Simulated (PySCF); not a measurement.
B(Me)(OH)(SMe) (C2H7BOS), SMILES CSB(C)O. Geometry optimised at PBE-D3(BJ)/def2-SVP. Other conformers were not sampled.

Computed equilibrium geometry at PBE-D3(BJ)/def2-SVP (PySCF confirms it by a frequency run) as a Z-matrix (one conformer of several):
```
B
O 1 1.3750
H 2 0.9739 1 111.77
C 1 1.5826 2 123.49 3 0.00
H 4 1.1072 1 113.45 2 -179.91
H 4 1.1121 5 107.54 1 -122.77
H 4 1.1121 5 107.53 6 -114.46
S 1 1.8142 2 117.63 3 179.98
C 8 1.8307 1 102.75 2 0.02
H 9 1.1056 8 107.31 1 -179.67
H 9 1.1060 10 109.54 8 -120.25
H 9 1.1060 10 109.52 11 -119.50
```
Charge 0, spin multiplicity 1.
